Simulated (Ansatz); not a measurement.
A CCSD(T) single point on `F[SiH](Cl)C#[C][GeH3]`.

```yaml
crystal:
  periodic: [false, false, false]
  atoms:
    - {symbol: F, position_ang: [-2.289080, -0.204403, 2.385579]}
    - {symbol: Si, position_ang: [-1.133715, 0.802185, 1.974757]}
    - {symbol: Cl, position_ang: [-1.981409, 2.598689, 1.541654]}
    - {symbol: C, position_ang: [-0.285624, 0.164180, 0.513374]}
    - {symbol: C, position_ang: [0.315643, -0.251713, -0.454555]}
    - {symbol: Ge, position_ang: [1.246893, -0.907737, -1.984722]}
    - {symbol: H, position_ang: [-0.225255, 0.960055, 3.121223]}
    - {symbol: H, position_ang: [1.372131, 0.239418, -2.991317]}
    - {symbol: H, position_ang: [2.628722, -1.386964, -1.530253]}
    - {symbol: H, position_ang: [0.434793, -2.065009, -2.572741]}
basis:
  gaussian: {orbitals: def2-TZVPP}
correlation: {method: ccsd_t}
output: {orbitals: {seedname: orbitals}}
```

```sh
$ ansatz run in.yaml --threads 2 --pin off --events-out ev --progress --plain --max-ram 32768MiB --backend cuda --devices 0, --max-vram 18GiB
```

The program prints (abridged):

```
Functional definition: HF
1718 factors; integrals over basis functions are off by at most 8.0e-4 eV
mean field evaluation 1: about -81670.4290 eV, gradient 3.9e1 eV
mean field evaluation 2: about -81670.7726 eV, gradient 3.9e1 eV
mean field evaluation 4: about -81674.4835 eV, gradient 4.1e0 eV
mean field evaluation 8: about -81674.5468 eV, gradient 2.3e-1 eV
mean field -81674.54697383 eV, -3001.4842402920 hartree, gradient 6.0e-6 eV, S^2 0.000000; 0 other end points of the search recorded, 0 dependent functions left out
22 core orbitals not correlated: weight in the atoms' cores, before any rotation towards them, 1.000 or more for the frozen orbitals, at most 0.000 for the correlated occupied ones
reference -81674.54697383 eV, -3001.4842402920 hartree; 22, 22 occupied and 237, 237 virtual orbitals, 1718 factors
second order -30.08255271 eV of doubles, -0.00000000 eV of singles
cycle   1  -30.08454523 eV  change   -2.0e-3 eV  update   1.3e-1
cycle   2  -30.94888063 eV  change   -8.6e-1 eV  update   3.9e-2
cycle   3  -31.11285800 eV  change   -1.6e-1 eV  update   1.8e-2
cycle   4  -31.10024133 eV  change    1.3e-2 eV  update   4.8e-3
cycle   5  -31.10020581 eV  change    3.6e-5 eV  update   2.1e-3
cycle   6  -31.10177102 eV  change   -1.6e-3 eV  update   5.7e-4
cycle   7  -31.10182606 eV  change   -5.5e-5 eV  update   2.0e-4
cycle   8  -31.10185290 eV  change   -2.7e-5 eV  update   5.7e-5
cycle   9  -31.10189987 eV  change   -4.7e-5 eV  update   2.0e-5
perturbative correction -1.30339828 eV, -0.0478990031 hartree
Total energy: -81706.95227197 eV, -3002.6751130336 hartree
```

It took 14 s on 2 threads of an AMD EPYC 7R13 on a shared host and a share of an NVIDIA H100 80 GB, with 0.83 GiB of host memory at the peak.

MP2 recovers 92.8 % of the CCSD(T) correlation energy and the triples give 4.0 %; T1 = 0.0120.
